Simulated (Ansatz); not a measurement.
`[CH3][Sn]([F])([F])[SH]` + H–F → `[CH3][Sn]([F])([F])[F]` + H₂S  (ligand exchange at the Sn–S bond)

Isolated molecules relaxed with PBE0-D4/def2-TZVP in Ansatz; ΔE leaves out vibrations. CBS: MP2 limit from def2 TZ/QZ plus the TZ coupled-cluster correction, frozen cores. This one scheme is used for every species. Functionals use def2-TZVPP. HSE06 is defined as in plane-wave codes. def2 core potentials past Kr. For Sn outer-core shells are correlated without core-valence functions, which leaves a few kJ/mol of doubt a bond. Each species was taken in one conformer, which may not be the lowest.

```json
{"level": "LDA (SPW92)", "ΔE (kJ/mol)": "16.8"}
{"level": "HSE06-D4", "ΔE (kJ/mol)": "17.2"}
{"level": "PBE0", "ΔE (kJ/mol)": "12.7"}
{"level": "RPA@PBE/def2-TZVPP", "ΔE (kJ/mol)": "5.7"}
{"level": "CCSD(T)/def2-SVP", "ΔE (kJ/mol)": "1.4"}
{"level": "HF/def2-QZVPP", "ΔE (kJ/mol)": "-7.3"}
{"level": "SCS-MP2/def2-QZVPP", "ΔE (kJ/mol)": "8.5"}
{"level": "MP2/CBS(def2)", "ΔE (kJ/mol)": "19.2"}
```

(1) What does CCSD(T)/CBS give? (An estimate is asked.)

Largest T1 diagnostic among the species: 0.014.

Results:

(1) Computed: +12.4 kJ/mol. The listed levels differ from it by 4.4, 4.8, 0.3, -6.7, -11.0, -19.7, -3.9, 6.8 kJ/mol.

The D4 term adds +7.2 kJ/mol with B3LYP and +4.0 kJ/mol with PBE0; it sums over pairs of atoms, weighted by their polarisabilities, and B3LYP, whose exchange is more repulsive, gets the larger term. From PBE to PBE0 (25 % exact exchange), in def2-TZVPP and without D4, ΔE moves by +4.6 kJ/mol.

B3LYP here is the variant with VWN-RPA as its local correlation; programs differ in this.
